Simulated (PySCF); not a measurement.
Fractional electron number in Zn (zinc, neutral)

The 4s beta orbital of [Ar] 3d10 4s2 is emptied in steps (occupation f), with all orbitals relaxed, ending at [Ar] 3d10 4s1. Calculation: PySCF 2.14, in aug-pcseg-2; the non-relativistic Hamiltonian (point nucleus). The exact energy is a straight line in f; departures are measured from the line between the end points of the same method.

```
  f  BHandHLYP (eV)  wB97X (eV)  TPSS (eV)
  1           0.000       0.000      0.000
0.9          -0.156      -0.053     -0.304
0.7          -0.368      -0.127     -0.715
0.5          -0.444      -0.151     -0.861
0.3          -0.380      -0.121     -0.735
0.1          -0.166      -0.038     -0.322
  0           0.000       0.000      0.000
```

Q: For wB97X, how does the orbital energy at f = 1 compare with the removal energy?

A: −ε = 8.821 eV against a total-energy difference of 9.407 eV. By Janak's theorem ε = ∂E/∂f, so the gap between them reflects the curvature. Along the path −ε is 8.926 (f = 0.9), 9.159 (f = 0.7), 9.420 (f = 0.5), 9.697 (f = 0.3), 9.907 (f = 0.1) eV.

| method | E(f=0) − E(f=1) (eV) | −ε at f=1 (eV) | −ε at f=0.5 (eV) |
| --- | --- | --- | --- |
| BHandHLYP | 8.980 | 7.258 | 8.947 |
| wB97X | 9.407 | 8.821 | 9.420 |
| TPSS | 9.157 | 5.795 | 9.099 |

As f goes to zero the orbital energy of a semilocal functional can turn back, because the density of that orbital vanishes from the exchange-correlation potential.

Reference removal energy between the ground levels: 9.394 eV (measured; NIST Atomic Spectra Database, ionization energies).
